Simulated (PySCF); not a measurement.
## ErBr₃: one-bond stretch

Method: PBE0 in PySCF with Er lcecp-1-TZVP with ECP57, Br def2-TZVP; scalar-relativistic core potentials, no spin–orbit coupling; density-fitted integrals.

Rigid scan from the valence singlet (4f shell in the core) minimum (Er–Br 2.591 Å (×3); Br–Er–Br 120.0° (×3)). Coordinate: the bond from Er to the last atom (Br) scaled, the rest fixed. Energies in kJ/mol from the minimum.

Predict the curve at 0.92, 0.96, 1.00, 1.05, 1.12, 1.20, 1.35, 1.55, 1.80, 2.20.


```json
{"scale of one bond": "0.92", "E (kJ/mol)": "29.2", "dipole size (D)": "1.23"}
{"scale of one bond": "0.96", "E (kJ/mol)": "6.4", "dipole size (D)": "0.62"}
{"scale of one bond": "1.00", "E (kJ/mol)": "0.0", "dipole size (D)": "0.00"}
{"scale of one bond": "1.05", "E (kJ/mol)": "7.4", "dipole size (D)": "0.77"}
{"scale of one bond": "1.12", "E (kJ/mol)": "34.7", "dipole size (D)": "1.85"}
{"scale of one bond": "1.20", "E (kJ/mol)": "77.2", "dipole size (D)": "3.06"}
{"scale of one bond": "1.35", "E (kJ/mol)": "162.8", "dipole size (D)": "5.24"}
{"scale of one bond": "1.55", "E (kJ/mol)": "261.3", "dipole size (D)": "–"}
{"scale of one bond": "1.80", "E (kJ/mol)": "349.9", "dipole size (D)": "–"}
{"scale of one bond": "2.20", "E (kJ/mol)": "429.5", "dipole size (D)": "–"}
```

At long bonds a restricted determinant can lie too high, and another spin state can fall below this curve.

The 4f shell sits in the core potential, so its spin is not counted.

Other isomers or separated fragments may lie lower.
